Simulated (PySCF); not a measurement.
**Does the structure fit the spectrum?**

A compound C$_{7}$H$_{11}$NSi gives the data below (simulated from a calculation) and was assigned the structure `C#C[C@H]([SiH3])/N=C(/C)C=C`.

¹³C{¹H} NMR (computed): δ 120.5 (CH, 2C), 114.3 (CH, 2C), 54.8 (CH), 23.7 (CH2, 2C).

¹H NMR (400 MHz, computed): δ 6.75 (m, 2H), 6.38 (m, 2H), 4.74 (m, 1H), 4.51 (m, 1H), 4.48 (m, 1H), 2.25 (m, 2H), 2.12 (m, 2H).

One conformer, equivalent nuclei averaged, non-relativistic, isolated molecule. Shielding tensors at PBE0/pcSseg-1 (GIAO); geometry from GFN2-xTB; PySCF 2.14.0 with density-fitted response routines.

Referencing at the same level of theory: ¹H and ¹³C against TMS.

Task: Compare with the shifts computed for the proposed structure, pairing carbons in order of shift.

Result: Numbering as in the mapped SMILES `[CH:1]#[C:2][C@H:3]([SiH3:4])/[N:5]=[C:6](/[CH3:7])[CH:8]=[CH2:9]`. Each H is labelled by its parent atom.

```csv
atom,computed for proposal,given list,difference
C6,163.9,120.5,+43.4
C8,130.7,120.5,+10.2
C9,129.5,114.3,+15.2
C2,88.4,114.3,-25.9
C1,76.9,54.8,+22.1
C3,41.2,23.7,+17.5
C7,27.3,23.7,+3.6
```

The rms difference is 23.0 ppm and the largest +43.4 ppm at C6 (C=N carbon). The proposal also would give 7 carbon signals, not 4. The carbon types in order of shift don't match either: C, CH, CH2, C, CH, CH, CH3 for the proposal against CH, CH, CH, CH, CH, CH2, CH2 in the data. The proposal doesn't fit.

Task: Which isomer fits?

Result: `c1ccn(C2C[SiH2]C2)c1`.

Carbon types of the structure: 5 × CH, 2 × CH2, leaving 2 H on heteroatoms. δC 120.5: aromatic CH next to a ring nitrogen. δC 114.3: aromatic CH. δH 6.38: hydrogen on an aromatic CH; the ring current deshields protons in the ring plane. δH 4.51: hydrogen on an sp3 CH bonded to N; its carbon carries N, an electronegative neighbour.

Other isomers checked: C#C[Si@]1(C)C[C@@H](N=C)C1 (rms 27.4 ppm).

This is the structure that produced the data.

Shifts are as computed. Against solution values, carbons near 30 ppm lie about +3 ppm off and those near 130 ppm about +5 ppm. Of 1211 compounds with measured shifts, 218 miss one by over three times the rms of a fit or turn the order of signals round; such compounds aren't used in these exercises. Multiplicities follow the n + 1 count of equivalent neighbours, as no J values were calculated; m marks all less simple cases, F and P coupling included.
